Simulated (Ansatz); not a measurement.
Species: Si₂N₂H₇, net charge 0, doublet state. SMILES: N[SiH][SiH2]N
Geometry: optimised at B3LYP-D3(BJ)/def2-TZVP (Ansatz, a quantum-chemistry and plane-wave program).

Quantity: enthalpy of formation at 298 K, in kcal/mol. Terms: no spin-orbit coupling; non-relativistic; six Cartesian d functions in 6-31G* and its kin unless marked 5d; UHF or UKS for open shells; LANL2DZ with its own core potentials from Na on; dispersion terms only where a functional's name holds one; 6-311+G** with 5d, 6d on Na to Ar in Ansatz; valence correlation only. CBS(X,Y): correlation extrapolated as X^-3; Hartree-Fock from the larger set. Ab initio and DFT rows: single points at B3LYP-D3(BJ) geometries (Ansatz), with unscaled harmonic terms from B3LYP/6-31G* (Ansatz) at its own minima, enthalpies of formation by atomisation with measured atoms.

Coupled cluster (Ansatz) is a level with limits of its own, used here on species with T1 under 0.025 (0.045 for open shells) and stable references: CCSD(T)/CBS(cc-pV(T+d)Z,cc-pV(Q+d)Z).

Value to compare with, CCSD(T)/CBS(cc-pV(T+d)Z,cc-pV(Q+d)Z) (Ansatz): 13.2 kcal/mol.

| level | program | enthalpy of formation at 298 K (kcal/mol) | difference |
|---|---|---|---|
| B3LYP/STO-3G | Ansatz | -131.7 | -144.9 |
| B3LYP/3-21G | Ansatz | 75.5 | 62.3 |
| B3LYP/LANL2DZ | Ansatz | 62.2 | 49.0 |
| B3LYP/6-31G | Ansatz | 91.9 | 78.7 |
| B3LYP/6-31G* | Ansatz | 39.9 | 26.7 |
| B3LYP/6-31+G* | Ansatz | 35.7 | 22.5 |
| B3LYP/6-31G** | Ansatz | 28.8 | 15.6 |
| B3LYP/def2-SVP | Ansatz | 29.1 | 15.9 |
| B3LYP/cc-pVDZ | Ansatz | 48.6 | 35.4 |
| B3LYP/6-311+G** | Ansatz | 28.7 | 15.5 |
| B3LYP/def2-TZVPD | Ansatz | 17.7 | 4.5 |

Among the 10 habitual levels, B3LYP/STO-3G lies farthest from CCSD(T)/CBS(cc-pV(T+d)Z,cc-pV(Q+d)Z) (Ansatz) (-144.9 kcal/mol); 9 of 10 lie above it, and their mean absolute difference is 46.6 kcal/mol, the median 31.0. One case shows no general order.

The sets are all those run for this method; left out are runs that failed, that the program found above a lower state of the same kind, or whose <S^2> lies over 0.5 above the pure value.
